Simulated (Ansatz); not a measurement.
```yaml
crystal:
  periodic: [false, false, false]
  atoms:
    - {symbol: Br, position_ang: [-0.186979, 0.461112, 1.938031]}
    - {symbol: P, position_ang: [-0.627932, -0.405188, -0.060876]}
    - {symbol: Br, position_ang: [1.282030, -1.446706, -0.516636]}
    - {symbol: Br, position_ang: [-0.467120, 1.390784, -1.360510]}
basis:
  gaussian: {orbitals: "6-31G*", point_charges: [{charge: -1.00, position_ang: [5.450, -0.925, 0.283]}]}
magnetization: {spin_polarized: true, initial_magnetization: 2}
hamiltonian: {xc: {name: wB97M-V}, dispersion: rvv10}
output: {forces: true}
```

```sh
$ ansatz run in.yaml --threads 4 --pin off --events-out ev --progress --plain --max-ram 10444MiB
```

How does Ansatz answer? (Best estimate.)

The calculation gave: The program refused the input.
```
Error: invalid value for `hamiltonian.dispersion`: this functional's text states its nonlocal part
```
